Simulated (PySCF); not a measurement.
silylmethoxysilane (CH8OSi2), SMILES C([SiH3])O[SiH3]. Atoms are numbered in the order given.

```xyz
12

Si     1.6543     0.9546    -0.5830
C      0.7484    -0.6991    -0.2988
O     -0.6583    -0.5188    -0.4263
Si    -1.7172    -0.3957     0.8572
H      3.1281     0.7536    -0.4422
H      1.3509     1.4651    -1.9490
H      1.1935     1.9511     0.4257
H      1.0761    -1.4353    -1.0542
H      1.0278    -1.1271     0.6850
H     -1.4355     0.8147     1.6871
H     -3.0781    -0.3043     0.2712
H     -1.6069    -1.5973     1.7404
```

Coordinates come from a B3LYP-D3(BJ)/def2-SVP optimisation. The values are those of a single conformer.

Level of theory: PBE/pcSseg-1 in PySCF.

GIAO shieldings, no solvent; atoms listed in one row are averaged. δ = σ(ref) − σ: ²⁹Si against TMS (σ = 335.4 ppm); ¹³C against TMS (σ = 182.0 ppm); ¹⁷O against H2O (σ = 334.3 ppm); ¹H against TMS (σ = 31.49 ppm), references at their B3LYP-D3(BJ)/def2-TZVP geometries, non-relativistic.

```csv
nucleus,atoms,count,δ (ppm)
²⁹Si,Si4,1,-31.1
²⁹Si,Si1,1,-77.5
¹³C,C2,1,59.5
¹⁷O,O3,1,-3.1
¹H,"H10, H11, H12",3,5.25
¹H,H8,1,4.44
¹H,"H5, H6, H7",3,4.23
¹H,H9,1,3.95
```
